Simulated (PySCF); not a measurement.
Ligands exchanged one at a time, Al Br-OH. Gas-phase values, no solvent. One relaxed conformer stands for each flexible species; it need not be the lowest. Strings in code marks are SMILES.

These are PBE-D3(BJ)/def2-TZVP // PBE0-D4/def2-TZVP (PySCF) values and carry that method's errors. Excitations are Tamm–Dancoff values on a coarser integration grid. The basis has no diffuse functions, so Rydberg states are missing or too high.

| species | S1 oscillator strength | S1–T1 gap (TDA) (eV) | S1 excitation (TDA) (eV) | LUMO (eV) |
|---|---|---|---|---|
| 0 of 3 Br replaced by OH | 0.000 | 0.24 | 5.11 | -2.37 |
| 1 of 3 Br replaced by OH (`[OH][Al]([Br])[Br]`) | 0.003 | 0.23 | 5.29 | -1.92 |
| 2 of 3 Br replaced by OH (`[OH][Al]([OH])[Br]` (H–O–Al–Br torsion 0°, Br–Al–O–H torsion -180°)) | 0.021 | 0.24 | 5.79 | -1.63 |
| 3 of 3 Br replaced by OH (`[OH][Al]([OH])[OH]`) | 0.000 | 0.24 | 6.07 | -1.29 |
